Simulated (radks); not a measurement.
Results of a calculation; reference values are marked as such.
Orbital eigenvalues (eV) of the platinum ion Pt+, [Xe] 4f14 5d9, at several levels of relativity; Dirac values are averaged over j with weights 2j + 1. Spin-unpolarised spherical Kohn-Sham, PBE, point nucleus unless stated (finite: rms radius 5.427 fm), a radial shooting solver on a logarithmic mesh with Libxc functionals. A level marked "c x" has the speed of light scaled by that factor and shares open shells by 2j + 1; other Dirac levels either fill j = l - 1/2 first or share by 2j + 1.

2s: non-rel. -11847; scalar-rel. -13788; scalar-rel., finite nucleus -13781; Dirac, c x 2 -12254; change of magnitude, last against first (%) +3.43
2p: non-rel. -11384; scalar-rel. -11948; scalar-rel., finite nucleus -11948; Dirac, c x 2 -11525; change of magnitude, last against first (%) +1.25
3s: non-rel. -2764.8; scalar-rel. -3244.9; scalar-rel., finite nucleus -3243.5; Dirac, c x 2 -2865.9; change of magnitude, last against first (%) +3.66
3p: non-rel. -2547.0; scalar-rel. -2709.3; scalar-rel., finite nucleus -2709.4; Dirac, c x 2 -2587.2; change of magnitude, last against first (%) +1.58
3d: non-rel. -2140.8; scalar-rel. -2129.1; scalar-rel., finite nucleus -2129.2; Dirac, c x 2 -2137.4; change of magnitude, last against first (%) -0.16
4s: non-rel. -583.06; scalar-rel. -703.72; scalar-rel., finite nucleus -703.36; Dirac, c x 2 -608.25; change of magnitude, last against first (%) +4.32
4p: non-rel. -489.68; scalar-rel. -528.12; scalar-rel., finite nucleus -528.14; Dirac, c x 2 -499.16; change of magnitude, last against first (%) +1.94
4d: non-rel. -318.31; scalar-rel. -315.02; scalar-rel., finite nucleus -315.03; Dirac, c x 2 -317.43; change of magnitude, last against first (%) -0.28
4f: non-rel. -89.774; scalar-rel. -78.266; scalar-rel., finite nucleus -78.273; Dirac, c x 2 -86.874; change of magnitude, last against first (%) -3.23
5s: non-rel. -87.663; scalar-rel. -110.05; scalar-rel., finite nucleus -109.98; Dirac, c x 2 -92.271; change of magnitude, last against first (%) +5.26
5p: non-rel. -58.675; scalar-rel. -64.305; scalar-rel., finite nucleus -64.307; Dirac, c x 2 -60.070; change of magnitude, last against first (%) +2.38
5d: non-rel. -14.778; scalar-rel. -14.304; scalar-rel., finite nucleus -14.304; Dirac, c x 2 -14.649; change of magnitude, last against first (%) -0.87
